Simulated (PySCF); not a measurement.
# Two-component Hartree-Fock for Ni⁶⁺ (nickel, charge +6)

Start: [Ar] 3d4; 3d3/2 filled at m_j = -3/2, -1/2, +1/2, +3/2. Calculated with PySCF 2.14 in an uncontracted even-tempered set (18 s from 0.27 bohr⁻², ratio 2.8; 13 p from 0.35 bohr⁻², ratio 2.8; 9 d from 0.35 bohr⁻², ratio 2.8; 4 f from 1.6 bohr⁻², ratio 3): generalised Hartree-Fock with the X2C-1e Hamiltonian and a Gaussian nucleus; spin-orbit coupling (SO) screened by Boettger's factors.

```
spinor shell  electrons  ε, screened SO (eV)  weight of nominal j (screened SO)  rms radius, screened SO (bohr)
       1s1/2          2              -8524.3                              1.000                          0.0624
       2s1/2          2              -1175.3                              1.000                           0.265
       2p1/2          2              -1037.2                              0.977                           0.236
       2p3/2          4              -1017.9                              0.988                           0.239
       3s1/2          2              -249.36                              1.000                           0.760
       3p1/2          2              -203.46                              0.646                           0.786
       3p3/2          4              -199.73                              0.823                           0.792
       3d3/2          4              -135.55                              0.525                           0.822
```

| quantity | screened SO |
| --- | --- |
| E (hartree) | -1508.44592 |
| M_J | 0 |
| ⟨J²⟩ | 3.846 |
| ⟨L²⟩ | 5.993 |
| ⟨S²⟩ | 5.991 |

The determinant has a definite M_J but mixes levels of different J.

Each row is a mean over spinors that exchange with the open shell spreads, by up to 18.424 eV (3p3/2).

Rows whose weight is well below 1 are mixtures of j = l ± 1/2: exchange outweighs spin-orbit coupling there, and the label is only the starting occupation.
